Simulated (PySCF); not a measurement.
Geometry:
```
atom   x (Å)   y (Å)   z (Å)
  C1   3.056   0.265   0.460
  C2   1.887  -0.363   0.558
  C3   0.615   0.256   0.276
  F4   0.675   1.553  -0.105
  C5  -0.588  -0.342   0.361
  C6  -1.831   0.312   0.071
  C7  -3.005  -0.307   0.164
  F8  -4.156   0.322  -0.112
  H9   3.114   1.298   0.157
 H10   3.985  -0.231   0.679
 H11   1.829  -1.399   0.861
 H12  -0.621  -1.377   0.666
 H13  -1.797   1.347  -0.235
 H14  -3.162  -1.335   0.458
```

Computational details: σ from GIAO-PBE0/pcSseg-1, geometry: GFN2-xTB, in PySCF (non-relativistic Hamiltonian, single conformer, no solvent).

Referencing at the same level of theory: ¹³C, ¹H against TMS; CFCl3 for ¹⁹F.

```json
{"atoms": "C3", "nucleus": "¹³C", "count": "1", "Hirshfeld charge": "0.09", "δ (ppm)": "167.4"}
{"atoms": "C6", "nucleus": "¹³C", "count": "1", "Hirshfeld charge": "-0.08", "δ (ppm)": "114.5"}
{"atoms": "H14", "nucleus": "¹H", "count": "1", "Hirshfeld charge": "0.06", "δ (ppm)": "7.15"}
{"atoms": "H12", "nucleus": "¹H", "count": "1", "Hirshfeld charge": "0.05", "δ (ppm)": "5.35"}
{"atoms": "C7", "nucleus": "¹³C", "count": "1", "Hirshfeld charge": "0.05", "δ (ppm)": "?"}
{"atoms": "C5", "nucleus": "¹³C", "count": "1", "Hirshfeld charge": "-0.07", "δ (ppm)": "112.0"}
{"atoms": "H9", "nucleus": "¹H", "count": "1", "Hirshfeld charge": "0.05", "δ (ppm)": "6.01"}
{"atoms": "C2", "nucleus": "¹³C", "count": "1", "Hirshfeld charge": "-0.06", "δ (ppm)": "?"}
{"atoms": "H13", "nucleus": "¹H", "count": "1", "Hirshfeld charge": "0.05", "δ (ppm)": "6.80"}
{"atoms": "H11", "nucleus": "¹H", "count": "1", "Hirshfeld charge": "0.06", "δ (ppm)": "6.29"}
{"atoms": "C1", "nucleus": "¹³C", "count": "1", "Hirshfeld charge": "-0.09", "δ (ppm)": "123.1"}
{"atoms": "H10", "nucleus": "¹H", "count": "1", "Hirshfeld charge": "0.05", "δ (ppm)": "5.58"}
{"atoms": "F4", "nucleus": "¹⁹F", "count": "1", "Hirshfeld charge": "-0.07", "δ (ppm)": "?"}
{"atoms": "F8", "nucleus": "¹⁹F", "count": "1", "Hirshfeld charge": "-0.08", "δ (ppm)": "?"}
```

Fill in the missing shifts.

Results:


- C7: 162.9 ppm, alkene CH; an sp2 carbon of a C=C bond
- C2: 136.2 ppm, alkene CH; the olefinic region
- F8: -117.3 ppm, vinylic fluorine
- F4: -131.4 ppm, vinylic fluorine

Shifts are as computed. Against solution values, carbons near 30 ppm lie about +3 ppm off and those near 130 ppm about +5 ppm. Of 1309 compounds with measured shifts, 239 miss one by over three times the rms of a fit or turn the order of signals round; such compounds aren't used in these exercises. Unscaled 19F shifts against computed CFCl3 carry errors that often reach 10 to 50 ppm.
